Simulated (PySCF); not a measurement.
SMILES CC(C)CO (C4H10O), singlet, GFN2-xTB optimised geometry.

```
15

C      1.67    -0.11     0.00
C      0.15    -0.11     0.00
C     -0.40     1.32     0.00
C     -0.39    -0.88    -1.21
O     -1.79    -1.01    -1.22
H      2.05     0.38    -0.90
H      2.06    -1.12     0.03
H      2.05     0.43     0.87
H     -0.21    -0.62     0.91
H     -1.48     1.30    -0.09
H     -0.13     1.83     0.92
H      0.01     1.87    -0.84
H      0.09    -1.87    -1.25
H     -0.14    -0.35    -2.13
H     -2.06    -1.44    -0.40
```

Density from PBE/def2-TZVP in PySCF at that geometry.

Minimum of the electron density along straight lines between bonded atoms, close to the bond critical point (lines longer than 1.1 times the sum of covalent radii, or with two minima, are not listed):

```json
[
 {"bond": "C1–C2", "length / Å": "1.526", "ρ at the minimum / e bohr⁻³": "0.243", "∇²ρ there / e bohr⁻⁵": "-0.57", "position (fraction from the first atom)": "0.50"},
 {"bond": "C2–C3", "length / Å": "1.526", "ρ at the minimum / e bohr⁻³": "0.243", "∇²ρ there / e bohr⁻⁵": "-0.57", "position (fraction from the first atom)": "0.50"},
 {"bond": "C2–C4", "length / Å": "1.534", "ρ at the minimum / e bohr⁻³": "0.246", "∇²ρ there / e bohr⁻⁵": "-0.59", "position (fraction from the first atom)": "0.50"},
 {"bond": "C4–O5", "length / Å": "1.408", "ρ at the minimum / e bohr⁻³": "0.265", "∇²ρ there / e bohr⁻⁵": "-0.58", "position (fraction from the first atom)": "0.36"},
 {"bond": "C1–H6", "length / Å": "1.088", "ρ at the minimum / e bohr⁻³": "0.277", "∇²ρ there / e bohr⁻⁵": "-0.93", "position (fraction from the first atom)": "0.64"},
 {"bond": "C1–H7", "length / Å": "1.088", "ρ at the minimum / e bohr⁻³": "0.277", "∇²ρ there / e bohr⁻⁵": "-0.93", "position (fraction from the first atom)": "0.64"},
 {"bond": "C1–H8", "length / Å": "1.087", "ρ at the minimum / e bohr⁻³": "0.277", "∇²ρ there / e bohr⁻⁵": "-0.93", "position (fraction from the first atom)": "0.64"},
 {"bond": "C2–H9", "length / Å": "1.098", "ρ at the minimum / e bohr⁻³": "0.273", "∇²ρ there / e bohr⁻⁵": "-0.90", "position (fraction from the first atom)": "0.63"},
 {"bond": "C3–H10", "length / Å": "1.087", "ρ at the minimum / e bohr⁻³": "0.278", "∇²ρ there / e bohr⁻⁵": "-0.94", "position (fraction from the first atom)": "0.64"},
 {"bond": "C3–H11", "length / Å": "1.088", "ρ at the minimum / e bohr⁻³": "0.277", "∇²ρ there / e bohr⁻⁵": "-0.92", "position (fraction from the first atom)": "0.64"},
 {"bond": "C3–H12", "length / Å": "1.088", "ρ at the minimum / e bohr⁻³": "0.276", "∇²ρ there / e bohr⁻⁵": "-0.92", "position (fraction from the first atom)": "0.64"},
 {"bond": "C4–H13", "length / Å": "1.101", "ρ at the minimum / e bohr⁻³": "0.277", "∇²ρ there / e bohr⁻⁵": "-0.94", "position (fraction from the first atom)": "0.64"},
 {"bond": "C4–H14", "length / Å": "1.093", "ρ at the minimum / e bohr⁻³": "0.283", "∇²ρ there / e bohr⁻⁵": "-0.98", "position (fraction from the first atom)": "0.64"},
 {"bond": "O5–H15", "length / Å": "0.964", "ρ at the minimum / e bohr⁻³": "0.362", "∇²ρ there / e bohr⁻⁵": "___", "position (fraction from the first atom)": "0.80"}
]
```

Problem. Complete the blanks.

Solution. 
- O5–H15, ∇²ρ there / e bohr⁻⁵: -2.37
